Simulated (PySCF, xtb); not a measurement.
GeH5O4, SMILES [OH][Ge]([OH])([OH2+])[OH], charge +1.

GFN2-xTB (xtb 6.7.1) at its own geometry gives an orbital gap of 7.05 eV.

Coordinates come from a B3LYP-D3(BJ)/def2-SVP optimisation. The isomer is the one that the SMILES or the coordinates give; other isomers of the formula were not compared. One conformer was computed; it need not be the lowest.

Problem. What does PBE/def2-TZVP run with PySCF give? (Estimate from the structure and the level; the computed values follow.)

Solution. gap 5.75 eV (levels -12.88 and -7.12 eV).
